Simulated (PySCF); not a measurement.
## Electron correlation in K (potassium, neutral)

[Ar] 4s1, 2S determinant. All numbers are calculated (PySCF 2.14, the spin-free X2C one-electron Hamiltonian (Gaussian nucleus), in aug-cc-pwCVTZ-X2C with one added diffuse shell each of s, p, d, f type (10s9p7d4f, 100 functions)). Frozen: [Ne]; 9 electrons correlated.

```json
{"level": "CCSD", "correlation energy (mhartree)": "-220.25"}
{"level": "(T)", "correlation energy (mhartree)": "-5.37"}
{"level": "CCSD(T)", "correlation energy (mhartree)": "-225.62"}
```

Diagnostics: T1 = 0.016, D1 = 0.0690, largest double amplitude 0.032.

Cost of the coupled-cluster step: about 40 core-seconds, for 9 correlated electrons.
